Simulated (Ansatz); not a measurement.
Ansatz (a first-principles code) input (B3LYP-D3(BJ)/def2-TZVP):

Ansatz 0.2 input:
```yaml
crystal:
  periodic: [false, false, false]
  atoms:
    - {symbol: Zn, position_ang: [-0.37282179, -0.67969828, -0.28983161]}
    - {symbol: S, position_ang: [0.60743641, 1.24061584, 0.46642525]}
    - {symbol: H, position_ang: [1.46567121, 0.54109494, 1.23214432]}
basis:
  gaussian:
    orbitals: def2-TZVP
hamiltonian:
  xc: b3lyp
  dispersion: d3bj
magnetization: {spin_polarized: true, initial_magnetization: 1}
phonons: {temperatures: {t_min: 298.15, t_max: 298.15, t_step: 100}}
```

Output:

```
Functional definition: B3LYP
integrals: 0.03 GiB planned
739 factors; integrals over basis functions are off by at most 2.9e-4 eV
mean field: 0.47 GiB planned
mean field evaluation 1: about -59271.2388 eV, gradient 2.6e1 eV
mean field evaluation 2: about -59263.3938 eV, gradient 5.6e1 eV
mean field evaluation 4: about -59273.6576 eV, gradient 1.2e0 eV
mean field evaluation 8: about -59273.7075 eV, gradient 9.9e-2 eV
mean field evaluation 16: about -59273.7075 eV, gradient 1.5e-5 eV
mean field -59273.70753345 eV, -2178.2685746921 hartree, gradient 1.6e-5 eV, S^2 0.753683; 0 other end points of the search recorded, 0 dependent functions left out
the calculation of the forces begins
reference -59273.70772391 eV, -2178.2685816914 hartree; 24, 23 occupied and 67, 68 virtual orbitals, 739 factors
these checks for a lower state are left out or cut short: stability, starts, cluster_reference, orbital_swaps, neighbouring_geometries, increment
integrals: 0.03 GiB planned
739 factors; integrals over basis functions are off by at most 2.9e-4 eV
mean field: 0.47 GiB planned
mean field -59273.70755171 eV, -2178.2685753632 hartree, gradient 1.5e-6 eV, S^2 0.753671; 0 other end points of the search recorded, 0 dependent functions left out
the calculation of the forces begins
reference -59273.70774215 eV, -2178.2685823617 hartree; 24, 23 occupied and 67, 68 virtual orbitals, 739 factors
these checks for a lower state are left out or cut short: stability, starts, cluster_reference, orbital_swaps, neighbouring_geometries, increment
integrals: 0.03 GiB planned
739 factors; integrals over basis functions are off by at most 2.9e-4 eV
mean field: 0.47 GiB planned
mean field evaluation 32: about -59273.7075 eV, gradient 1.8e-6 eV
mean field -59273.70749918 eV, -2178.2685734329 hartree, gradient 1.8e-6 eV, S^2 0.753694; 0 other end points of the search recorded, 0 dependent functions left out
the calculation of the forces begins
reference -59273.70768966 eV, -2178.2685804330 hartree; 24, 23 occupied and 67, 68 virtual orbitals, 739 factors
these checks for a lower state are left out or cut short: stability, starts, cluster_reference, orbital_swaps, neighbouring_geometries, increment
integrals: 0.03 GiB planned
739 factors; integrals over basis functions are off by at most 2.9e-4 eV
mean field: 0.47 GiB planned
mean field -59273.70755624 eV, -2178.2685755298 hartree, gradient 1.7e-6 eV, S^2 0.753669; 0 other end points of the search recorded, 0 dependent functions left out
the calculation of the forces begins
reference -59273.70774668 eV, -2178.2685825283 hartree; 24, 23 occupied and 67, 68 virtual orbitals, 739 factors
these checks for a lower state are left out or cut short: stability, starts, cluster_reference, orbital_swaps, neighbouring_geometries, increment
integrals: 0.03 GiB planned
739 factors; integrals over basis functions are off by at most 2.9e-4 eV
mean field: 0.47 GiB planned
mean field -59273.70749402 eV, -2178.2685732432 hartree, gradient 1.8e-6 eV, S^2 0.753696; 0 other end points of the search recorded, 0 dependent functions left out
the calculation of the forces begins
reference -59273.70768450 eV, -2178.2685802434 hartree; 24, 23 occupied and 67, 68 virtual orbitals, 739 factors
these checks for a lower state are left out or cut short: stability, starts, cluster_reference, orbital_swaps, neighbouring_geometries, increment
integrals: 0.03 GiB planned
739 factors; integrals over basis functions are off by at most 2.9e-4 eV
mean field: 0.47 GiB planned
mean field -59273.70743898 eV, -2178.2685712207 hartree, gradient 1.3e-6 eV, S^2 0.753695; 0 other end points of the search recorded, 0 dependent functions left out
the calculation of the forces begins
reference -59273.70762943 eV, -2178.2685782196 hartree; 24, 23 occupied and 67, 68 virtual orbitals, 739 factors
these checks for a lower state are left out or cut short: stability, starts, cluster_reference, orbital_swaps, neighbouring_geometries, increment
integrals: 0.03 GiB planned
739 factors; integrals over basis functions are off by at most 2.9e-4 eV
mean field: 0.47 GiB planned
mean field -59273.70749883 eV, -2178.2685734201 hartree, gradient 2.9e-6 eV, S^2 0.753671; 0 other end points of the search recorded, 0 dependent functions left out
the calculation of the forces begins
reference -59273.70768930 eV, -2178.2685804198 hartree; 24, 23 occupied and 67, 68 virtual orbitals, 739 factors
these checks for a lower state are left out or cut short: stability, starts, cluster_reference, orbital_swaps, neighbouring_geometries, increment
integrals: 0.03 GiB planned
739 factors; integrals over basis functions are off by at most 2.9e-4 eV
mean field: 0.46 GiB planned
mean field evaluation 64: about -59273.7075 eV, gradient 8.4e-5 eV
mean field -59273.70748074 eV, -2178.2685727553 hartree, gradient 1.1e-6 eV, S^2 0.753696; 0 other end points of the search recorded, 0 dependent functions left out
the calculation of the forces begins
reference -59273.70767124 eV, -2178.2685797560 hartree; 24, 23 occupied and 67, 68 virtual orbitals, 739 factors
these checks for a lower state are left out or cut short: stability, starts, cluster_reference, orbital_swaps, neighbouring_geometries, increment
integrals: 0.03 GiB planned
739 factors; integrals over basis functions are off by at most 2.9e-4 eV
mean field: 0.47 GiB planned
mean field -59273.70754488 eV, -2178.2685751123 hartree, gradient 1.7e-6 eV, S^2 0.753669; 0 other end points of the search recorded, 0 dependent functions left out
the calculation of the forces begins
reference -59273.70773530 eV, -2178.2685821103 hartree; 24, 23 occupied and 67, 68 virtual orbitals, 739 factors
these checks for a lower state are left out or cut short: stability, starts, cluster_reference, orbital_swaps, neighbouring_geometries, increment
integrals: 0.03 GiB planned
739 factors; integrals over basis functions are off by at most 2.9e-4 eV
mean field: 0.47 GiB planned
mean field -59273.70747769 eV, -2178.2685726431 hartree, gradient 2.9e-6 eV, S^2 0.753682; 0 other end points of the search recorded, 0 dependent functions left out
the calculation of the forces begins
reference -59273.70766818 eV, -2178.2685796435 hartree; 24, 23 occupied and 67, 68 virtual orbitals, 739 factors
these checks for a lower state are left out or cut short: stability, starts, cluster_reference, orbital_swaps, neighbouring_geometries, increment
integrals: 0.03 GiB planned
739 factors; integrals over basis functions are off by at most 2.9e-4 eV
mean field: 0.47 GiB planned
mean field -59273.70747036 eV, -2178.2685723739 hartree, gradient 2.9e-6 eV, S^2 0.753683; 0 other end points of the search recorded, 0 dependent functions left out
the calculation of the forces begins
reference -59273.70766079 eV, -2178.2685793721 hartree; 24, 23 occupied and 67, 68 virtual orbitals, 739 factors
these checks for a lower state are left out or cut short: stability, starts, cluster_reference, orbital_swaps, neighbouring_geometries, increment
integrals: 0.03 GiB planned
739 factors; integrals over basis functions are off by at most 2.9e-4 eV
mean field: 0.47 GiB planned
mean field -59273.70752268 eV, -2178.2685742965 hartree, gradient 1.6e-6 eV, S^2 0.753682; 0 other end points of the search recorded, 0 dependent functions left out
the calculation of the forces begins
reference -59273.70771313 eV, -2178.2685812953 hartree; 24, 23 occupied and 67, 68 virtual orbitals, 739 factors
these checks for a lower state are left out or cut short: stability, starts, cluster_reference, orbital_swaps, neighbouring_geometries, increment
integrals: 0.03 GiB planned
739 factors; integrals over basis functions are off by at most 2.9e-4 eV
mean field: 0.47 GiB planned
mean field evaluation 96: about -59273.6651 eV, gradient 1.9e-1 eV
mean field -59273.70752077 eV, -2178.2685742263 hartree, gradient 2.1e-6 eV, S^2 0.753683; 0 other end points of the search recorded, 0 dependent functions left out
the calculation of the forces begins
reference -59273.70771124 eV, -2178.2685812260 hartree; 24, 23 occupied and 67, 68 virtual orbitals, 739 factors
Total energy: -59273.81676643 eV, -2178.2725889302 hartree
Atom 0 at    -0.372822    -0.679698    -0.289832 Å, force     0.000039     0.000174     0.000026 eV/Å
Atom 1 at     0.607436     1.240616     0.466425 Å, force    -0.000284    -0.000084    -0.000240 eV/Å
Atom 2 at     1.465671     0.541095     1.232144 Å, force     0.000245    -0.000090     0.000214 eV/Å
Dipole moment:    -0.076129    -0.375222    -0.048894 e Å
Vibrations: 304.43 568.63 2657.17 cm⁻¹, zero-point energy 0.218847 eV
```

The spin state was set by rule; other spins were not relaxed.
